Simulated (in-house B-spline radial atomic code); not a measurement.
Removing one electron from the nitrogen ion N⁵⁺

Closed shell 1s2. Computed with a B-spline radial code for spherical atoms: Koopmans values of Dirac-Hartree-Fock plus a diagonal self-energy, in second order or with its direct term screened (direct RPA, with the hole-particle interaction, or full time-dependent Hartree-Fock), linearised in energy; no-pair Dirac-Coulomb Hamiltonian, finite nucleus. Shifts add to the Koopmans value (the ΔSCF shift is orbital relaxation alone); the final value takes TDHF screening with Breit and QED.

Command:
```bash
python run_mb.py task.json out
```
Settings (nuclear radius in fm, box in bohr, cutoff in hartree):
```
basis_form          2
Z                   7
core_configuration  1s2
rms_radius          2.5582
mass_number         14
speed_of_light      137.036
box_radius          10.79
lmax                7
intervals           64
virtual_cutoff      600.0
```

Cost of the run: 0.6 s on 1 thread of Intel(R) Xeon(R) Platinum 8559C (shared host).

Energies in eV:

```
subshell  Koopmans  ΔSCF shift  second order  direct RPA  hole-particle  TDHF  Breit + QED  final
   1s1/2    552.50      -1.518             ?           ?              ?     ?            ?      ?
```

Problem. What does the self-energy do to 1s1/2?

Solution. It shifts the removal energy by -0.296 eV in second order, -0.125 with direct RPA, -0.350 with the hole-particle term and -0.390 with TDHF screening (quasi-particle weight 0.997); Breit and QED add -0.143 eV. The final value is 551.97 eV, against 552.067 eV (NIST, tabulated theory). Recoil and two-electron QED terms are left out.
